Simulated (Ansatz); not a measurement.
Reaction (ligand exchange at the Si–N bond): `O[SiH](O)N[SiH2]Cl` + `[SiH3]S` → `[SiH3]S[SiH2]Cl` + `N[SiH](O)O`

Program: Ansatz. Geometries: PBE0-D4/def2-TZVP. ΔE: electronic, gas phase. CBS: MP2 limit from def2 TZ/QZ plus the TZ coupled-cluster correction, frozen cores. This one scheme is used for every species. Functionals use def2-TZVPP. Each species was taken in one conformer, which may not be the lowest.

`O[SiH](O)N[SiH2]Cl`:

Z-matrix (Å, degrees):
```
Si
O 1 1.637
N 1 1.729 2 106.3
O 1 1.629 2 107.6 3 -123.2
H 1 1.476 2 115.1 3 120.8
H 2 0.961 1 118.1 3 -48.1
Si 3 1.707 1 126.9 2 -11.0
H 3 1.010 1 116.6 2 158.9
H 4 0.959 1 118.1 2 48.7
Cl 7 2.077 3 111.5 1 64.4
H 7 1.479 3 109.2 1 -177.5
H 7 1.477 3 112.0 1 -52.4
```

`[SiH3]S`:

Z-matrix (Å, degrees):
```
Si
S 1 2.137
H 1 1.485 2 111.6
H 1 1.485 2 111.6 3 -122.0
H 1 1.482 2 104.8 3 119.0
H 2 1.344 1 94.7 3 60.9
```

`[SiH3]S[SiH2]Cl`:

Z-matrix (Å, degrees):
```
Si
S 1 2.147
H 1 1.485 2 109.5
H 1 1.482 2 106.2 3 119.3
H 1 1.482 2 110.9 3 -121.2
Si 2 2.118 1 98.1 3 35.5
Cl 6 2.056 2 112.0 1 59.0
H 6 1.479 2 111.2 1 -59.9
H 6 1.478 2 106.7 1 177.7
```

`N[SiH](O)O`:

```xyz
9

N     0.758    0.097   -0.999
Si   -0.419    0.314    0.228
O     0.385    0.437    1.651
O    -1.479   -0.930    0.105
H     0.465   -0.128   -1.937
H     1.576    0.685   -1.014
H    -1.265    1.522    0.180
H     1.091   -0.191    1.809
H    -1.110   -1.806   -0.023
```

```csv
level,ΔE (kcal/mol),difference from CCSD(T)/CBS
ωB97X-V,1.5,0.6
B2PLYP,1.6,0.7
r2SCAN,0.6,-0.3
PBE0,-0.3,-1.2
HF/def2-TZVPP,3.6,2.7
MP2/def2-TZVPP,0.8,-0.1
CCSD/def2-TZVPP,2.4,1.5
CCSD(T)/def2-TZVPP,1.9,1.0
HF/def2-QZVPP,3.8,2.9
CCSD/CBS(def2),1.4,0.5
CCSD(T)/CBS,0.9,0
```

Largest T1 diagnostic among the species: 0.011.

In def2-TZVPP, CCSD(T) changes the Hartree–Fock value by −1.7 kcal/mol (the triples alone add −0.4 kcal/mol) and MP2 by −2.8 kcal/mol.
